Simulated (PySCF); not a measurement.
Si(OH)3(SeH) (H₄O₃SeSi), SMILES O[Si](O)(O)[SeH].

Geometry: PBE0-D3(BJ)/def2-SVP. Other conformers were not sampled.

Calculation: PBE/def2-TZVP in PySCF.

Problem. Estimate the frontier levels, gap, dipole moment and polarisability. (The exact figures need the calculation; the answer reports its results.)

Solution. 
```
Item                                                                                                            Value
---------------------------------------------------------------------------------------------  ----------------------
highest occupied level                                                                                       -5.96 eV
lowest empty level                                                                                           -0.74 eV
orbital gap                                                                                                   5.22 eV
dipole moment                                                                                                  1.83 D
quadrupole, principal values (traceless, Buckingham form, about the centre of nuclear charge)  -4.61, -1.11, 5.72 D·Å
mean static polarisability                                                                       61.1 bohr³ (9.05 Å³)
polarisability, principal values                                                               53.8, 57.0, 72.5 bohr³
```
